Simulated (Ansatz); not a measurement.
Problem. Predict a relaxed structure of NbSeBr₃, charge 0, singlet, at PBE0-D4/def2-SVP (Ansatz).

Solution. 
Cartesian coordinates in Å:
```
Nb -0.001 0.001 0.000
Se 1.399 -1.737 -0.289
Br 1.230 1.783 1.066
Br -1.829 -0.734 1.394
Br -0.799 0.688 -2.172
```
Point group C3v (tolerance 0.1 Å). The metal has 4 neighbours: Se 2.25 Å, Br 2.41 Å, Br 2.41 Å, Br 2.41 Å. This is one stationary point.

In the def2 sets Nb takes a core potential; there is no spin–orbit coupling. The restricted singlet is unstable towards broken spin symmetry in Hartree–Fock (as tested in another run); at PBE0-D4/def2-SVP this wasn't settled.
